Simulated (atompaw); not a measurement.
**An all-electron radial function and its pseudo partner (Au (Z = 79))**

Columns: radius, all-electron u(r) and pseudo u(r) of the 5p shell (level -59.78 eV) of gold in the configuration [Kr] 4d10 4f14 5s2 5p6 5d10 6s1 6p0; PBE, scalar-relativistic, PAW (atompaw) scheme, atompaw 4.2.0.5.

```
r (bohr)  all-electron  pseudo
   0.100        0.2802  0.0217
   0.200        0.0813  0.0845
   0.300       -0.5476  0.1826
   0.400       -0.5159  0.3066
   0.500       -0.0773  0.4448
   0.600        0.4152  0.5841
   0.700        0.7951  0.7119
   0.800        1.0253  0.8167
   0.900        1.1247  0.8898
   1.000        1.1284  0.9261
   1.100        1.0705  0.9247
   1.200        0.9781  0.8885
   1.300        0.8703  0.8242
   1.400        0.7597  0.7407
   1.500        0.6539  0.6483
   1.600        0.5567  0.5558
   1.700        0.4701  0.4701
   1.800        0.3944  0.3944
   1.900        0.3293  0.3293
   2.000        0.2737  0.2737
   2.100        0.2268  0.2268
   2.200        0.1874  0.1874
   2.300        0.1545  0.1545
   2.400        0.1271  0.1271
   2.500        0.1044  0.1044
   2.600        0.0857  0.0857
```

(1) How many radial nodes do the two functions have?

(2) At about which radius was the pseudo-wave matched?

(3) Is the pseudo-wave norm-conserving?

Results:

(1) The all-electron 5p function has n − l − 1 = 3 (the table is too coarse to show those close to the nucleus); the pseudo-wave has 0, since the states of the same l below it are removed with the core.

(2) 1.80 bohr, where the columns begin to agree (steps of 0.10 bohr).

(3) No, it belongs to a PAW set: the norm inside the radius is not constrained, and the difference is carried by the augmentation charge.
